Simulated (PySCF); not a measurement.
PySCF 2.14 output of an unrestricted MN15 calculation on a single atom or ion in aug-cc-pV(5+d)Z (8s7p6d4f3g2h, 136 functions), with no relativity, point nucleus:

```
SCF conv_tol = 1e-09
number electrons alpha = 10  beta = 5
    H. S. Yu, X. He, S. L. Li, and D. G. Truhlar.,  Chem. Sci. 7, 5032-5051 (2016)
    H. S. Yu, X. He, S. L. Li, and D. G. Truhlar.,  Chem. Sci. 7, 5032-5051 (2016)
cycle= 1 E= -396.905698839901  delta_E= -0.0491  |g|= 0.0568  |ddm|= 38.2
cycle= 2 E= -396.905809811869  delta_E= -0.000111  |g|= 0.0152  |ddm|= 4.43
cycle= 3 E= -396.90582344102  delta_E= -1.36e-05  |g|= 0.00197  |ddm|= 0.664
cycle= 4 E= -396.905823708522  delta_E= -2.68e-07  |g|= 2.18e-05  |ddm|= 0.0639
cycle= 5 E= -396.905823708635  delta_E= -1.12e-10  |g|= 3.17e-06  |ddm|= 0.000419
converged SCF energy = -396.905823708635  <S^2> = 8.7500752  2S+1 = 6.0000251
```

The run itself started from symmetry-adapted Hartree-Fock orbitals and held the occupation by maximum overlap, on a logarithmic radial grid, so the iterations belong to that start.

Question: Which element, charge and spin multiplicity is this?

Answer: S⁺ (sulfur, charge +1), multiplicity 6; the state was [Ne] 3s1 3p3 4s1, high-spin 6S determinant (an excited configuration).

The outer electron is Rydberg-like, and this basis confines it to a smaller radius and binds it less than a complete one would.
